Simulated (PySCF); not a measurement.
PySCF input for CH6O3Si, SMILES C[Si](O)(O)O (connectivity only; charge and spin as stated), charge -1, multiplicity 2, PBE-D3(BJ)/def2-SVPD. The structure is a stationary point at PBE-D3(BJ)/def2-SVPD. A frequency run showed that this geometry is not a minimum. Other conformers were not sampled.

```python
import numpy as np
from pyscf import gto, scf, dft, df
from pyscf.hessian import thermo

mol = gto.M(
    atom='''
    O    -1.74309738   -0.62612177   -0.00000000
    Si    0.00174682   -0.21371334   -0.00000000
    O    -0.04047134    0.79022454    1.41816899
    O    -0.04047135    0.79022455   -1.41816898
    C     1.90771679   -0.51275091   -0.00000001
    H    -1.79746574   -1.60262766   -0.00000001
    H    -0.96636802    0.84560489    1.70790258
    H    -0.96636802    0.84560490   -1.70790256
    H     2.22377272   -1.07190962   -0.90138928
    H     2.22377272   -1.07190963    0.90138926
    H     2.40422067    0.48911091   -0.00000000
    ''',
    basis='def2-SVPD',
    charge=-1,
    spin=1,
    max_memory=1600,
    verbose=3,
)
mf = dft.UKS(mol, xc='pbe').density_fit(auxbasis='def2-universal-jkfit')
mf.disp = 'd3bj'
mf.grids.level = 3
mf.conv_tol = 1e-11
mf.max_cycle = 100
mf.kernel()
fine, coarse = mf.grids, dft.Grids(mol).set(level=1).build(with_non0tab=True)
for _ in range(3):  # follow internal instabilities
    mf.grids = coarse
    mo, _, stable, _ = mf.stability(return_status=True, nroots=4)
    mf.grids = fine
    if stable:
        break
    mf.kernel(mf.make_rdm1(mo, mf.mo_occ))

# [left out here: the lines that compute and print the analytic Hessian (its translational invariance restored by hand, since the grid's response is missing), thermochemistry and intensities]
```

Log of the run:

```

WARN: HOMO -0.117280460901198 >= LUMO -0.117280460901198

converged SCF energy = -556.301371257211  <S^2> = 0.75167789  2S+1 = 2.0016772
<class 'pyscf.df.df_jk.DFUKS'> wavefunction is stable in the internal stability analysis

WARN: DFTD3 does not support analytical Hessian, using finite difference


WARN: Mole.unit (angstrom) is changed to Bohr

Mode                                 0                   1                   2
Irrep
Freq [cm^-1]                      -84.2687             21.6100            185.0303
Reduced mass [au]                   1.5842              5.0302              1.0355
Force const [Dyne/A]               -0.0066              0.0014              0.0209
Char temp [K]                    -121.2440             31.0920            266.2174
Normal mode                   x     y     z       x     y     z       x     y     z
       0   O                 0.00 -0.00 -0.13    0.09 -0.12  0.00    0.00 -0.00  0.00
       1  Si                -0.00  0.00  0.04   -0.02  0.06 -0.00   -0.00  0.00  0.01
       2   O                 0.03  0.01  0.03    0.00  0.07 -0.02   -0.01  0.03 -0.01
       3   O                -0.03 -0.01  0.03    0.00  0.07  0.02    0.01 -0.03 -0.01
       4   C                -0.00 -0.00 -0.03   -0.08 -0.12  0.00   -0.00 -0.00 -0.00
       5   H                 0.00 -0.00  0.76    0.16 -0.13 -0.00    0.00 -0.00  0.17
       6   H                 0.02  0.08 -0.02    0.02  0.07  0.03   -0.01 -0.00 -0.01
       7   H                -0.02 -0.08 -0.02    0.02  0.07 -0.03    0.01  0.00 -0.01
       8   H                -0.03 -0.06 -0.01   -0.12 -0.14 -0.00    0.03  0.48 -0.29
       9   H                 0.03  0.06 -0.01   -0.12 -0.14  0.00   -0.03 -0.48 -0.29
      10   H                 0.00 -0.00 -0.12   -0.01 -0.15  0.00   -0.00 -0.00  0.55
Mode                                 3                   4                   5
Irrep
Freq [cm^-1]                      222.7530            269.8601            282.4615
Reduced mass [au]                   3.0059              6.2275              1.9735
Force const [Dyne/A]                0.0879              0.2672              0.0928
Char temp [K]                     320.4919            388.2686            406.3992
Normal mode                   x     y     z       x     y     z       x     y     z
       0   O                -0.00  0.00  0.01    0.05  0.02 -0.00    0.00  0.00  0.11
       1  Si                 0.00 -0.00 -0.06   -0.01  0.08  0.00   -0.00  0.00 -0.05
       2   O                 0.09 -0.05 -0.02    0.01 -0.08  0.11   -0.08 -0.04 -0.03
       3   O                -0.09  0.05 -0.02    0.01 -0.08 -0.11    0.08  0.04 -0.03
       4   C                 0.00  0.00  0.14   -0.06  0.01  0.00   -0.00  0.00  0.00
       5   H                -0.00  0.00  0.15    0.08  0.01 -0.00    0.00  0.00  0.56
       6   H                 0.10  0.10 -0.04    0.02 -0.14  0.16   -0.09 -0.26 -0.02
       7   H                -0.10 -0.10 -0.04    0.02 -0.14 -0.16    0.09  0.26 -0.02
       8   H                 0.19  0.01  0.20   -0.07  0.01 -0.00    0.05 -0.05  0.05
       9   H                -0.19 -0.01  0.20   -0.07  0.01  0.00   -0.05  0.05  0.05
      10   H                 0.00  0.00  0.27   -0.04  0.01  0.00   -0.00  0.00 -0.03
Mode                                 6                   7                   8
Irrep
Freq [cm^-1]                      301.8019            384.2107            422.3102
Reduced mass [au]                   3.1866              1.1851              1.1803
Force const [Dyne/A]                0.1710              0.1031              0.1240
Char temp [K]                     434.2257            552.7937            607.6103
Normal mode                   x     y     z       x     y     z       x     y     z
       0   O                -0.03 -0.05 -0.00    0.00  0.00 -0.05   -0.06 -0.01 -0.00
       1  Si                -0.07 -0.03 -0.00    0.00  0.00  0.00   -0.01 -0.00 -0.00
       2   O                 0.11 -0.00 -0.01    0.03  0.05 -0.01    0.02  0.04 -0.03
       3   O                 0.11 -0.00  0.01   -0.03 -0.05 -0.01    0.02  0.04  0.03
       4   C                -0.08  0.08  0.00   -0.00  0.00  0.02    0.02 -0.01  0.00
       5   H                 0.00 -0.06 -0.00    0.00  0.00 -0.04    0.00 -0.02 -0.00
       6   H                 0.15  0.18  0.09    0.12 -0.49  0.38    0.11 -0.52  0.37
       7   H                 0.15  0.18 -0.09   -0.12  0.49  0.38    0.11 -0.52 -0.37
       8   H                 0.02  0.14 -0.01    0.08 -0.02  0.06    0.03 -0.00 -0.00
       9   H                 0.02  0.14  0.01   -0.08  0.02  0.06    0.03 -0.00  0.00
      10   H                -0.27  0.17 -0.00    0.00 -0.00  0.05    0.02 -0.01  0.00
Mode                                 9                  10                  11
Irrep
Freq [cm^-1]                      479.3979            653.7984            676.2639
Reduced mass [au]                   3.7871              3.7686              6.8186
[...]
       7   H                 0.07  0.05 -0.14    0.06 -0.03 -0.08   -0.00 -0.05  0.09
       8   H                -0.24 -0.13  0.04    0.45 -0.08  0.11   -0.32  0.05 -0.08
       9   H                -0.24 -0.13 -0.04   -0.45  0.08  0.11    0.32 -0.05 -0.08
      10   H                 0.57 -0.18  0.00   -0.00  0.00  0.18    0.00 -0.00 -0.14
Mode                                15                  16                  17
Irrep
Freq [cm^-1]                      784.6453            891.5921            948.4403
Reduced mass [au]                   1.0793              1.1318              1.2800
Force const [Dyne/A]                0.3915              0.5301              0.6784
Char temp [K]                    1128.9298           1282.8025           1364.5944
Normal mode                   x     y     z       x     y     z       x     y     z
       0   O                 0.02 -0.05  0.00    0.00 -0.00 -0.01   -0.02  0.01 -0.00
       1  Si                 0.02  0.02 -0.00   -0.00 -0.00  0.01    0.06 -0.00  0.00
       2   O                 0.00  0.00  0.01    0.05  0.02  0.02   -0.05 -0.02 -0.02
       3   O                 0.00  0.00 -0.01   -0.05 -0.02  0.02   -0.05 -0.02  0.02
       4   C                -0.00  0.00  0.00    0.00  0.00  0.03   -0.01 -0.02  0.00
       5   H                -0.95  0.03 -0.00   -0.00 -0.00 -0.06    0.09  0.01 -0.00
       6   H                 0.02  0.03  0.06   -0.16 -0.37 -0.51    0.15  0.34  0.49
       7   H                 0.02  0.03 -0.06    0.16  0.37 -0.51    0.15  0.34 -0.49
       8   H                -0.01 -0.00 -0.00   -0.09  0.02 -0.02    0.02  0.02 -0.02
       9   H                -0.01 -0.00  0.00    0.09 -0.02 -0.02    0.02  0.02  0.02
      10   H                 0.01 -0.00 -0.00    0.00 -0.00 -0.04   -0.12  0.03 -0.00
Mode                                18                  19                  20
Irrep
Freq [cm^-1]                     1135.9397           1349.6793           1362.3760
Reduced mass [au]                   1.2582              1.0537              1.0561
Force const [Dyne/A]                0.9566              1.1309              1.1549
Char temp [K]                    1634.3643           1941.8880           1960.1558
Normal mode                   x     y     z       x     y     z       x     y     z
       0   O                 0.00  0.00  0.00   -0.00  0.00 -0.00   -0.00  0.00  0.00
       1  Si                 0.01 -0.00  0.00    0.00  0.00 -0.00    0.00  0.00  0.00
       2   O                -0.00  0.00  0.00    0.00 -0.00 -0.00   -0.00 -0.00  0.00
       3   O                -0.00  0.00 -0.00   -0.00  0.00 -0.00   -0.00 -0.00 -0.00
       4   C                -0.13  0.01 -0.00    0.00  0.00 -0.06    0.00  0.06  0.00
       5   H                 0.00  0.00 -0.00    0.00 -0.00  0.00    0.00 -0.00 -0.00
       6   H                 0.01  0.01  0.01   -0.00 -0.01 -0.00    0.00  0.00  0.01
       7   H                 0.01  0.01 -0.01    0.00  0.01 -0.00    0.00  0.00 -0.01
       8   H                 0.49  0.08  0.15   -0.31 -0.35  0.06    0.12 -0.51  0.38
       9   H                 0.49  0.08 -0.15    0.31  0.35  0.06    0.12 -0.51 -0.38
      10   H                 0.43 -0.24 -0.00   -0.00  0.00  0.71   -0.26  0.17 -0.00
Mode                                21                  22                  23
Irrep
Freq [cm^-1]                     2873.7680           3020.4076           3067.0857
Reduced mass [au]                   1.0475              1.0841              1.1044
Force const [Dyne/A]                5.0967              5.8269              6.1211
Char temp [K]                    4134.7123           4345.6940           4412.8535
Normal mode                   x     y     z       x     y     z       x     y     z
       0   O                -0.00 -0.00  0.00   -0.00  0.00  0.00    0.00  0.00  0.00
       1  Si                -0.00 -0.00 -0.00   -0.00 -0.00  0.00   -0.00 -0.00  0.00
       2   O                 0.00  0.00  0.00    0.00  0.00 -0.00    0.00 -0.00 -0.00
       3   O                 0.00  0.00 -0.00    0.00  0.00  0.00   -0.00  0.00 -0.00
       4   C                -0.04 -0.04 -0.00    0.02 -0.08  0.00   -0.00  0.00  0.09
       5   H                 0.00  0.01 -0.00    0.00  0.00  0.00   -0.00 -0.00 -0.00
       6   H                -0.00  0.00 -0.00    0.00 -0.00 -0.00   -0.00  0.00  0.00
       7   H                -0.00  0.00  0.00    0.00 -0.00  0.00    0.00 -0.00  0.00
       8   H                 0.07 -0.16 -0.24   -0.17  0.30  0.52    0.19 -0.35 -0.54
       9   H                 0.07 -0.16  0.24   -0.17  0.30 -0.52   -0.19  0.35 -0.54
      10   H                 0.37  0.80  0.00    0.17  0.34  0.00   -0.00 -0.00  0.01
Mode                                24                  25                  26
Irrep
Freq [cm^-1]                     3592.1276           3751.3729           3751.3802
Reduced mass [au]                   1.0671              1.0656              1.0656
Force const [Dyne/A]                8.1125              8.8350              8.8355
Char temp [K]                    5168.2718           5397.3904           5397.4008
Normal mode                   x     y     z       x     y     z       x     y     z
       0   O                -0.00 -0.06 -0.00   -0.00  0.00 -0.00    0.00 -0.00 -0.00
       1  Si                -0.00  0.00  0.00   -0.00  0.00 -0.00    0.00 -0.00 -0.00
       2   O                -0.00  0.00  0.00   -0.04  0.00  0.01    0.04 -0.00 -0.01
       3   O                -0.00  0.00 -0.00    0.04 -0.00  0.01    0.04 -0.00  0.01
       4   C                -0.00 -0.00  0.00    0.00 -0.00  0.00   -0.00  0.00  0.00
       5   H                 0.08  0.96  0.00   -0.00 -0.00 -0.00    0.00  0.01 -0.00
       6   H                 0.01 -0.00 -0.00    0.67 -0.05 -0.23   -0.62  0.05  0.21
       7   H                 0.01 -0.00  0.00   -0.62  0.05 -0.21   -0.67  0.05 -0.23
       8   H                 0.00  0.00  0.00    0.00 -0.00 -0.00    0.00  0.00  0.00
       9   H                 0.00  0.00 -0.00   -0.00  0.00 -0.00    0.00  0.00 -0.00
      10   H                -0.01 -0.01  0.00   -0.00 -0.00  0.00    0.00  0.00  0.00
temperature 298.1500 [K]
pressure 101325.00 [Pa]
Rotational constants [GHz] 4.63410 3.35870 2.72945
Symmetry number 1
Zero-point energy (ZPE) 0.07428 [Eh]   195016.412 [J/mol]
                           tot       elec      trans        rot        vib
Entropy [J/mol/K]       365.242      5.763    165.427    110.576     83.476
Cv [J/mol/K]            113.831      0.000     12.472     12.472     88.888
Cp [J/mol/K]            122.145      0.000     20.786     12.472     88.888
Internal energy [J/mol]                      3718.434   3718.434 208059.188
Internal energy [Eh]   -556.21929  -556.30137
Enthalpy [J/mol]                             6197.391   3718.434 208059.188
Enthalpy [Eh]          -556.21835
Gibbs free energy [J/mol]                  -43124.693 -29249.897 183170.837
Gibbs free energy [Eh] -556.25983
mode   freq/cm-1   IR/(km/mol)
   1      -84.27         1.094
   2       21.61        43.770
   3      185.03         0.180
   4      222.75         2.335
   5      269.86        21.350
   6      282.46         1.635
   7      301.80        25.381
   8      384.21        15.323
   9      422.31        55.055
  10      479.40         5.123
  11      653.80        22.731
  12      676.26       113.642
  13      691.62       125.153
  14      719.15        79.780
  15      765.11        41.334
  16      784.65         0.861
  17      891.59       120.319
  18      948.44        73.875
  19     1135.94        11.575
  20     1349.68        13.888
  21     1362.38         2.860
  22     2873.77       342.326
  23     3020.41        46.613
  24     3067.09         3.792
  25     3592.13       168.318
  26     3751.37         5.928
  27     3751.38        20.325
max |gradient| / (hartree/bohr): 8.002707500775008e-05
APT charges: [-0.3593  0.8518 -0.7026 -0.7026 -0.2252 -0.0412  0.174   0.174   0.0113
  0.0113 -0.1915]
```

The run converged. The end point has an imaginary mode, so it is no minimum.

Cost: very roughly 9 core-minutes.
